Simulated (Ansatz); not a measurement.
Geometry optimisation, Ansatz, RKS B3LYP/def2-SVP.

The input (input.yaml):

```yaml
crystal:
  periodic: [false, false, false]
  atoms:
    - { symbol: Al, position_ang: [0.137786, 0.605192, -0.021397] }
    - { symbol: F, position_ang: [-0.183881, 0.231526, 1.594192] }
    - { symbol: H, position_ang: [1.613125, 1.031555, -0.358055] }
    - { symbol: H, position_ang: [-1.111353, 0.643168, -0.981631] }
    - { symbol: O, position_ang: [0.183739, -2.312919, 0.495642] }
    - { symbol: Si, position_ang: [-0.763221, -3.634445, 0.057946] }
    - { symbol: H, position_ang: [0.090838, -4.850754, -0.03252] }
    - { symbol: H, position_ang: [-1.833356, -3.849787, 1.073725] }
    - { symbol: H, position_ang: [-1.376442, -3.365958, -1.272945] }
    - { symbol: H, position_ang: [-0.020234, -1.865577, 1.350143] }
basis:
  gaussian: { orbitals: def2-SVP }
hamiltonian:
  xc: b3lyp
relax:
  f_tol: 0.03
  max_steps: 50
output:
  orbitals: {}
```

Run as:

```bash
$ ansatz run input.yaml --threads 2 --pin off --max-ram 3072MiB --backend cpu --events-out ev --progress --plain --runs-dir out
```

Problem. Where does it end, and by what steps?

Solution. It converged. After 14 steps the energy has fallen by 0.640 eV; H3 moved furthest, 1.11 Å. Joined: Al1–O5 (2.96 → 2.01 Å).

```tsv
step	energy less start (eV)	largest force component (eV/Å)	accepted
0	0.0000	0.766	yes
1	-0.1592	0.799	yes
2	-0.3594	0.705	yes
3	-0.5223	0.358	yes
4	-0.5713	0.253	yes
5	-0.6043	0.229	yes
6	-0.6177	0.186	yes
7	-0.6246	0.151	yes
8	-0.6323	0.104	yes
9	-0.6346	0.260	yes
10	-0.6348	0.406	yes
11	-0.6380	0.091	yes
12	-0.6386	0.058	yes
13	-0.6396	0.055	yes
14	-0.6398	0.024	yes
```

```xyz
10
Properties=species:S:1:pos:R:3
Al 0.004 0.054 0.054
F 0.237 0.367 1.718
H 1.320 0.074 -0.832
H -1.421 0.444 -0.528
O -0.212 -1.864 0.600
Si -0.688 -3.386 -0.037
H 0.380 -4.375 0.258
H -1.967 -3.791 0.602
H -0.840 -3.144 -1.489
H -0.075 -1.746 1.559
```

The run took 35 s on 2 threads of Arm Neoverse V1, on a shared host, peak memory 0.18 GiB.
